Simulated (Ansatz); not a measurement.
Mulliken charges of CH5BFNO, SMILES `OCNBF` from B3LYP/def2-TZVPP in Ansatz (PBE0-D4/def2-TZVP geometry).

```
atom   x (Å)   y (Å)   z (Å)  charge (e)
  O1  -1.432   0.652   0.910      -0.321
  C2  -0.081   0.247   0.843       0.066
  N3   0.347   0.293  -0.512      -0.166
  B4   0.561  -0.819  -1.323       0.213
  F5   0.910  -0.636  -2.600      -0.264
  H6  -1.662   0.799   1.831       0.178
  H7   0.541   0.908   1.461       0.091
  H8   0.044  -0.782   1.200       0.084
  H9   0.398   1.220  -0.909       0.145
 H10   0.457  -1.932  -0.897      -0.026
```

**Question.** By hand: the dipole of these point charges (1 e Å = 4.8032 D).

**Answer.** Σ q r = (0.079, 0.138, 0.704) e Å, of length 0.722 e Å = 3.47 D.

**Question.** How does the dipole of the full density compare? (An estimate is asked.)

**Answer.** The calculation gave: (0.059, 0.230, 0.622) e Å, 3.20 D; the point charges give 1.08 times that, at 9° from its direction.

Point charges leave out the atoms' own dipoles, such as those of lone pairs, and Mulliken's split depends on the basis, so the close match here is no proof of good charges.

B3LYP here is the variant with VWN-RPA as its local correlation; programs differ in this.
